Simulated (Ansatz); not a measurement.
Consider the ligand exchange at the Si–Se bond: `CC[Se][SiH2]C` + `OB(O)O` → `C[SiH2]OB(O)O` + `CC[SeH]`.

Computed with Ansatz on PBE0-D4/def2-TZVP structures; ΔE is electronic, products minus reactants. CCSD(T)/CBS is the MP2 limit (def2-TZVPP, def2-QZVPP) plus CCSD(T) − MP2 in def2-TZVPP, frozen cores. This one scheme is used for every species. Functionals use def2-TZVPP. For Se outer-core shells are correlated without core-valence functions, which leaves a few kJ/mol of doubt a bond. Scalar relativity is left out up to krypton. One conformer a species, not always the lowest.

```tsv
level	ΔE (kJ/mol)	difference from CCSD(T)/CBS
PBE-D4	-20.1	12.2
r2SCAN-D4	-32.1	0.2
PBE0-D4	-23.3	9.0
ωB97X-V	-36.5	-4.2
ωB97M-V	-36.0	-3.7
B2PLYP	-39.3	-7.0
r2SCAN	-32.7	-0.4
PBE0	-25.7	6.6
HF/def2-TZVPP	-54.4	-22.1
MP2/def2-TZVPP	-31.2	1.1
SCS-MP2/def2-TZVPP	-38.2	-5.9
CCSD/def2-TZVPP	-39.7	-7.4
CCSD(T)/def2-TZVPP	-36.3	-4.0
SCS-MP2/def2-QZVPP	-36.8	-4.5
HF/CBS(def2)	-56.6	-24.3
MP2/CBS(def2)	-27.2	5.1
CCSD(T)/CBS	-32.3	0
```

Largest T1 diagnostic among the species: 0.012.

The D4 term adds +4.5 kJ/mol with B3LYP and +2.4 kJ/mol with PBE0; it sums over pairs of atoms, weighted by their polarisabilities, and B3LYP, whose exchange is more repulsive, gets the larger term. In def2-TZVPP, CCSD(T) changes the Hartree–Fock value by +18.2 kJ/mol (the triples alone add +3.4 kJ/mol) and MP2 by +23.3 kJ/mol.

B3LYP here is the variant with VWN-RPA as its local correlation; programs differ in this.
